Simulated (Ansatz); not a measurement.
Diatomic NiSb, multiplicity 4 (lowest of 2S+1 = 2, 4, 6 at PBE0/def2-TZVPP; our sources give no spin for the ground state, which may be another). No spin–orbit coupling. Ni is treated without relativity.

Constants: fifth-degree fit in 1/R to seven points, most abundant isotopes. In def2 and cc sets the state is the lowest found near the PBE0 minimum, followed along R.

The values were computed with Ansatz (a first-principles code) with Gaussian orbitals. Each number belongs to the level named beside it. In def2 rows elements past Kr take small-core potentials, without spin–orbit coupling.

Energies at B97M-V/def2-TZVPP:

| R (Å) | E (hartree) |
|---|---|
| 2.246268 | -1748.23020688 |
| 2.306651 | -1748.23382284 |
| 2.362204 | -1748.23552179 |
| 2.425003 | -1748.23596836 |
| 2.487802 | -1748.23519875 |
| 2.560262 | -1748.23317414 |
| 2.644799 | -1748.22970869 |

Task: With a reduced mass of 39.1671 u, find the minimum, the force constant and the constants.

Result: A fifth-degree polynomial in 1/R puts the minimum at r_e = 2.4141 Å with force constant 140 N/m. Then ω_e = (1/2πc)√(k/μ) = 246 cm⁻¹ and B_e = h/(8π²cμr_e²) = 0.07385 cm⁻¹; the cubic and quartic terms give α_e = 0.00032 and ω_e x_e = 0.76 cm⁻¹.
